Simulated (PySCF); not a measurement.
Isomers of C4H5B. Method: PySCF, PBE0-D3(BJ)/def2-SVP geometry optimisation, gas phase. Energies are electronic, without zero-point or thermal terms, for one conformer each. No frequencies were run at this level. Point groups hold within 0.08 Å.

Question: Order them by energy at this level, lowest first, and give relative energies in kcal/mol.
A. `BC(=C)C#C`
B. `[CH:1]#[C:2][BH:3][CH:4]=[CH2:5]` with C2–B3–C4–C5 -1°

Answer: B (0.0), A (14.7).

```tsv
SMILES	E (Eh)	E rel (kcal/mol)	dipole (D)	point group	A, B, C (MHz)
C#CBC=C	-179.82962	0.0	1.34	Cs	12794, 3196, 2557
BC(=C)C#C	-179.80618	14.7	1.17	Cs	10233, 3976, 2864
```

Q: How do the relative energies change in single points at B3LYP/pcSseg-2 (no added dispersion term) on the same geometries?

A: 
```json
{"SMILES": "C#CBC=C", "PBE0-D3(BJ)/def2-SVP (kcal/mol)": "0.0", "B3LYP/pcSseg-2 (kcal/mol)": "0.0", "shift": "0.0"}
{"SMILES": "BC(=C)C#C", "PBE0-D3(BJ)/def2-SVP (kcal/mol)": "14.7", "B3LYP/pcSseg-2 (kcal/mol)": "15.4", "shift": "+0.7"}
```

Each column counts from its own lowest isomer. The order is unchanged; the largest shift is 0.7 kcal/mol.
